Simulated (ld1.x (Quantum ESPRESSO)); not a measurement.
## LDA (PZ) TM dataset for platinum, scalar-relativistic all-electron reference.

Input for ld1.x (Quantum ESPRESSO) 7.5:

```
&input
   title='Pt', zed=78., rel=1, dft='PZ', iswitch=3,
   config='[Xe] 4f14 5d9 6s1 6p0',
   nld=3, rlderiv=3.50, eminld=-2.0, emaxld=5.0, deld=0.02
 /
 &inputp
   pseudotype=2, tm=.true., lloc=1,
   nlcc=.true.,
   file_pseudopw='Pt.UPF', file_wfcaegen='ae.wfc', file_wfcncgen='nc.wfc', file_beta='beta', file_chi='chi'
 /
3
6S  1  0   1.00   0.00  2.00  2.00  0.0
5D  3  2   9.00   0.00  1.40  1.40  0.0
6P  2  1   0.00   0.00  3.20  3.20  0.0
 &test
   configts(1)='5d9 6s1 6p0'
 /
```

Command:

```bash
ld1.x < Pt.in > Pt.out
```

Resulting log (shortened: banner, matrices, multipoles, cross overlaps and the repeated all-electron block are left out):

```
Program LD1 v.7.5
     --------------------------- All-electron run ----------------------------

     Pt
     scalar relativistic calculation

     atomic number is 78.00
     dft =PZ   lsd =0 sic =0 latt =0  beta=0.20 tr2=1.0E-14
     Exchange-correlation= PZ
                           (   1   1   0   0   0   0   0)
     mesh =1277 r(mesh) =  98.81913 a.u. xmin = -7.00 dx = 0.01250
     1 Ry =  13.60569312 eV, c = 137.03599908

     n l     nl                  e(Ry)          e(Ha)          e(eV)
     1 0     1S 1( 2.00)     -5760.5051     -2880.2525    -78375.6646
     2 0     2S 1( 2.00)     -1012.0616      -506.0308    -13769.7999
     2 1     2P 1( 6.00)      -877.3582      -438.6791    -11937.0658
     3 0     3S 1( 2.00)      -237.7007      -118.8504     -3234.0832
     3 1     3P 1( 6.00)      -198.4834       -99.2417     -2700.5041
     4 0     4S 1( 2.00)       -51.0307       -25.5154      -694.3087
     4 1     4P 1( 6.00)       -38.1667       -19.0834      -519.2850
     3 2     3D 1(10.00)      -155.9073       -77.9536     -2121.2264
     5 0     5S 1( 2.00)        -7.5119        -3.7559      -102.2043
     5 1     5P 1( 6.00)        -4.1370        -2.0685       -56.2869
     4 2     4D 1(10.00)       -22.5487       -11.2743      -306.7904
     4 3     4F 1(14.00)        -5.1827        -2.5913       -70.5139
     5 2     5D 1( 9.00)        -0.4687        -0.2344        -6.3772
     6 0     6S 1( 1.00)        -0.4387        -0.2194        -5.9695
     6 1     6P 1( 0.00)        -0.0707        -0.0353        -0.9616

     final scf error:  4.1E-15 reached in  42 iterations

     Etot =  -36806.486437 Ry,  -18403.243218 Ha, -500777.759396 eV

     Ekin =   41049.553257 Ry,   20524.776628 Ha,  558507.624445 eV
     Encl =  -91491.701235 Ry,  -45745.850617 Ha,-1244808.010304 eV
     Eh   =   14323.522911 Ry,    7161.761455 Ha,  194881.457167 eV
     Exc  =    -687.861369 Ry,    -343.930685 Ha,   -9358.830704 eV

     normalization and overlap integrals

     s(1S/1S) =  1.000000  <r> =   0.0172  <r2> =    0.0004  r(max) =   0.0106
     s(2S/2S) =  1.000000  <r> =   0.0724  <r2> =    0.0062  r(max) =   0.0612
     s(2P/2P) =  1.000000  <r> =   0.0652  <r2> =    0.0052  r(max) =   0.0507
     s(3S/3S) =  1.000000  <r> =   0.1872  <r2> =    0.0401  r(max) =   0.1726
     s(3P/3P) =  1.000000  <r> =   0.1883  <r2> =    0.0411  r(max) =   0.1726
     s(4S/4S) =  1.000000  <r> =   0.4153  <r2> =    0.1947  r(max) =   0.3890
     s(4P/4P) =  1.000000  <r> =   0.4422  <r2> =    0.2223  r(max) =   0.4089
     s(3D/3D) =  1.000000  <r> =   0.1705  <r2> =    0.0340  r(max) =   0.1396
     s(5S/5S) =  1.000000  <r> =   0.9512  <r2> =    1.0161  r(max) =   0.8657
     s(5P/5P) =  1.000000  <r> =   1.1036  <r2> =    1.3802  r(max) =   0.9810
     s(4D/4D) =  1.000000  <r> =   0.4685  <r2> =    0.2538  r(max) =   0.4193
     s(4F/4F) =  1.000000  <r> =   0.5162  <r2> =    0.3247  r(max) =   0.3842
     s(5D/5D) =  1.000000  <r> =   1.7009  <r2> =    3.5241  r(max) =   1.2596
     s(6S/6S) =  1.000000  <r> =   2.9039  <r2> =    9.7028  r(max) =   2.3828
     s(6P/6P) =  1.000000  <r> =   4.7711  <r2> =   27.4188  r(max) =   3.5548

     ------------------------ End of All-electron run ------------------------

     --------------------- Generating NC pseudopotential ---------------------

      Generating local pot.: lloc=1, matching radius rcloc =   3.2000

      Computing core charge for nlcc:

       r > 1.10 : true rho core
       r < 1.10 : rho core = a sin(br)/r    a=  17.67  b=   2.29

      Integrated core pseudo-charge :  12.63

      Wfc   6S  rcut= 2.000  Using Troullier-Martins method

      Wfc   5D  rcut= 1.410  Using Troullier-Martins method

     ------------------- End of pseudopotential generation -------------------

     Computing logarithmic derivative in   3.48881
     Computing logarithmic derivative in   3.48881
     Computing the partial wave expansion
     R is outside the sphere for l=    0 j= 0.00
       no projector for channel:   1
     R is outside the sphere for l=    2 j= 0.00

     ---------------------- Testing the pseudopotential ----------------------

     Pt
     scalar relativistic calculation

     atomic number is 78.00   valence charge is 10.00
     dft =PZ   lsd =0 sic =0 latt =0  beta=0.20 tr2=1.0E-14
     mesh =1277 r(mesh) =  98.81913 xmin = -7.00 dx = 0.01250

     n l     nl             e AE (Ry)        e PS (Ry)    De AE-PS (Ry)
     3 2     5D   1( 9.00)       -0.46871       -0.46871       -0.00001
     1 0     6S   1( 1.00)       -0.43875       -0.43875        0.00000
     2 1     6P   1( 0.00)       -0.07068       -0.07068        0.00000

     eps = 4.5E-16  iter =  6

     Etot =  -36806.486437 Ry,  -18403.243218 Ha, -500777.759396 eV
     Etotps =   -74.603695 Ry,     -37.301848 Ha,   -1015.034982 eV

     Ekin =      40.618200 Ry,      20.309100 Ha,     552.638766 eV
     Encl =     -88.893112 Ry,     -44.446556 Ha,   -1209.452409 eV
     Ehrt =      50.367225 Ry,      25.183612 Ha,     685.281006 eV
     Ecxc =     -33.847774 Ry,     -16.923887 Ha,    -460.522427 eV
     (Ecc =     -21.013079 Ry,     -10.506539 Ha,    -285.897503 eV)
     Epseu=     -42.848234 Ry,     -21.424117 Ha,    -582.979917 eV

     ---------------------- End of pseudopotential test ----------------------
```

Generation and configuration tests took about 3.8 s on one core of a shared server CPU.

Transferability test of the new file with ld1.x, input:

```
&input
   title='Pt', zed=78., rel=1, dft='PZ', iswitch=2,
   config='[Xe] 4f14 5d9 6s1 6p0'
 /
 &test
   file_pseudo='Pt.UPF', nconf=10,
   configts(1)='5d9 6s1 6p0',
   configts(2)='5d9 6s0 6p0',
   configts(3)='5d8 6s0 6p0',
   configts(4)='5d7 6s0 6p0',
   configts(5)='5d6 6s0 6p0',
   configts(6)='5d9.5 6s0.5 6p0',
   configts(7)='5d10 6s0 6p0',
   configts(8)='5d9 6s0 6p1',
   configts(9)='5d9 6s1 6p0', lsdts(9)=1,
   configts(10)='5d9 6s0 6p0', lsdts(10)=1
 /
```

```bash
ld1.x < Pt.test.in > Pt.test.out
```

Pseudopotential blocks of its output, shortened (energy terms left out; the distinct warnings before each block abridged to one line each):

```
     ---------------------- Testing the pseudopotential ----------------------

     n l     nl             e AE (Ry)        e PS (Ry)    De AE-PS (Ry)
     3 2     5D   1( 9.00)       -0.46871       -0.46871       -0.00001
     1 0     6S   1( 1.00)       -0.43875       -0.43875        0.00000
     2 1     6P   1( 0.00)       -0.07068       -0.07068        0.00000

     eps = 6.8E-16  iter =  6

     Etot =  -36806.486437 Ry,  -18403.243218 Ha, -500777.759391 eV
     Etotps =   -74.603695 Ry,     -37.301848 Ha,   -1015.034982 eV

     ---------------------- End of pseudopotential test ----------------------

          ---------------------- Testing the pseudopotential ----------------------

     n l     nl             e AE (Ry)        e PS (Ry)    De AE-PS (Ry)
     3 2     5D   1( 9.00)       -1.07265       -1.07305        0.00040
     1 0     6S   1( 0.00)       -0.97457       -0.97666        0.00209
     2 1     6P   1( 0.00)       -0.50257       -0.50437        0.00181

     eps = 3.4E-16  iter =  7

     Etot =  -36805.784909 Ry,  -18402.892454 Ha, -500768.214620 eV
     Etotps =   -73.901044 Ry,     -36.950522 Ha,   -1005.474932 eV
     dEtot_ae =       0.701528 Ry
     dEtot_ps =       0.702651 Ry,   Delta E=      -0.001123 Ry

     ---------------------- End of pseudopotential test ----------------------

          ---------------------- Testing the pseudopotential ----------------------

     n l     nl             e AE (Ry)        e PS (Ry)    De AE-PS (Ry)
     3 2     5D   1( 8.00)       -1.92369       -1.94442        0.02073  !
     1 0     6S   1( 0.00)       -1.65652       -1.66488        0.00836  !
     2 1     6P   1( 0.00)       -1.06976       -1.07412        0.00435

     eps = 9.4E-16  iter =  7

     Etot =  -36804.295898 Ry,  -18402.147949 Ha, -500747.955591 eV
     Etotps =   -72.402220 Ry,     -36.201110 Ha,    -985.082385 eV
     dEtot_ae =       2.190539 Ry
     dEtot_ps =       2.201475 Ry,   Delta E=      -0.010936 Ry

     ---------------------- End of pseudopotential test ----------------------

          ---------------------- Testing the pseudopotential ----------------------

     n l     nl             e AE (Ry)        e PS (Ry)    De AE-PS (Ry)
     3 2     5D   1( 7.00)       -2.87088       -2.92099        0.05011  !
     1 0     6S   1( 0.00)       -2.40866       -2.43454        0.02588  !
     2 1     6P   1( 0.00)       -1.71590       -1.73060        0.01470  !

     eps = 6.6E-16  iter =  7

     Etot =  -36801.906334 Ry,  -18400.953167 Ha, -500715.443922 eV
     Etotps =   -69.977267 Ry,     -34.988633 Ha,    -952.089219 eV
     dEtot_ae =       4.580102 Ry
     dEtot_ps =       4.626428 Ry,   Delta E=      -0.046326 Ry

     ---------------------- End of pseudopotential test ----------------------

          Warning: n=3, l=2 expected 0 nodes, found 1
     ---------------------- Testing the pseudopotential ----------------------

     n l     nl             e AE (Ry)        e PS (Ry)    De AE-PS (Ry)
     3 2     5D   1( 6.00)       -3.89733       -3.98089        0.08356  !
     1 0     6S   1( 0.00)       -3.21948       -3.27970        0.06022  !
     2 1     6P   1( 0.00)       -2.42660       -2.46338        0.03678  !

     eps = 3.4E-16  iter =  7

     Etot =  -36798.529222 Ry,  -18399.264611 Ha, -500669.495974 eV
     Etotps =   -66.532552 Ry,     -33.266276 Ha,    -905.221482 eV
     dEtot_ae =       7.957214 Ry
     dEtot_ps =       8.071143 Ry,   Delta E=      -0.113929 Ry

     ---------------------- End of pseudopotential test ----------------------

          ---------------------- Testing the pseudopotential ----------------------

     n l     nl             e AE (Ry)        e PS (Ry)    De AE-PS (Ry)
     3 2     5D   1( 9.50)       -0.40571       -0.40160       -0.00411
     1 0     6S   1( 0.50)       -0.41044       -0.41172        0.00128
     2 1     6P   1( 0.00)       -0.05873       -0.05996        0.00122

     eps = 1.3E-16  iter = 10

     Etot =  -36806.492742 Ry,  -18403.246371 Ha, -500777.845178 eV
     Etotps =   -74.608487 Ry,     -37.304244 Ha,   -1015.100181 eV
     dEtot_ae =      -0.006305 Ry
     dEtot_ps =      -0.004792 Ry,   Delta E=      -0.001513 Ry

     ---------------------- End of pseudopotential test ----------------------

          ---------------------- Testing the pseudopotential ----------------------

     n l     nl             e AE (Ry)        e PS (Ry)    De AE-PS (Ry)
     3 2     5D   1(10.00)       -0.34723       -0.34046       -0.00677  !
     1 0     6S   1( 0.00)       -0.38354       -0.38678        0.00324
     2 1     6P   1( 0.00)       -0.04734       -0.05013        0.00279

     eps = 3.8E-17  iter = 10

     Etot =  -36806.482475 Ry,  -18403.241237 Ha, -500777.705488 eV
     Etotps =   -74.594212 Ry,     -37.297106 Ha,   -1014.905955 eV
     dEtot_ae =       0.003962 Ry
     dEtot_ps =       0.009483 Ry,   Delta E=      -0.005522 Ry

     ---------------------- End of pseudopotential test ----------------------

          ---------------------- Testing the pseudopotential ----------------------

     n l     nl             e AE (Ry)        e PS (Ry)    De AE-PS (Ry)
     3 2     5D   1( 9.00)       -0.61030       -0.61135        0.00105
     1 0     6S   1( 0.00)       -0.54601       -0.54652        0.00051
     2 1     6P   1( 1.00)       -0.14894       -0.14901        0.00008

     eps = 6.8E-15  iter = 17

     Etot =  -36806.105341 Ry,  -18403.052670 Ha, -500772.574317 eV
     Etotps =   -74.222273 Ry,     -37.111137 Ha,   -1009.845472 eV
     dEtot_ae =       0.381096 Ry
     dEtot_ps =       0.381422 Ry,   Delta E=      -0.000326 Ry

     ---------------------- End of pseudopotential test ----------------------

          ---------------------- Testing the pseudopotential ----------------------

     n l     nl             e AE (Ry)        e PS (Ry)    De AE-PS (Ry)
     3 2     5D   1( 5.00)       -0.49148       -0.49226        0.00078
     1 0     6S   1( 1.00)       -0.46294       -0.46319        0.00026
     2 1     6P   1( 0.00)       -0.08409       -0.08422        0.00013
     3 2     5D   2( 4.00)       -0.43680       -0.43566       -0.00115
     1 0     6S   2( 0.00)       -0.40531       -0.40491       -0.00040
     2 1     6P   2( 0.00)       -0.05135       -0.05120       -0.00015

     eps = 2.9E-15  iter = 11

     Etot =  -36806.514310 Ry,  -18403.257155 Ha, -500778.138627 eV
     Etotps =   -74.632239 Ry,     -37.316119 Ha,   -1015.423337 eV
     dEtot_ae =      -0.027873 Ry
     dEtot_ps =      -0.028544 Ry,   Delta E=       0.000670 Ry

     ---------------------- End of pseudopotential test ----------------------

          ---------------------- Testing the pseudopotential ----------------------

     n l     nl             e AE (Ry)        e PS (Ry)    De AE-PS (Ry)
     3 2     5D   1( 5.00)       -1.09071       -1.09155        0.00084
     1 0     6S   1( 0.00)       -0.98513       -0.98786        0.00274
     2 1     6P   1( 0.00)       -0.50811       -0.51033        0.00223
     3 2     5D   2( 4.00)       -1.05283       -1.05271       -0.00011
     1 0     6S   2( 0.00)       -0.96301       -0.96443        0.00143
     2 1     6P   2( 0.00)       -0.49648       -0.49786        0.00138

     eps = 5.5E-15  iter =  7

     Etot =  -36805.794377 Ry,  -18402.897189 Ha, -500768.343446 eV
     Etotps =   -73.910748 Ry,     -36.955374 Ha,   -1005.606958 eV
     dEtot_ae =       0.692059 Ry
     dEtot_ps =       0.692947 Ry,   Delta E=      -0.000888 Ry

     ---------------------- End of pseudopotential test ----------------------
```
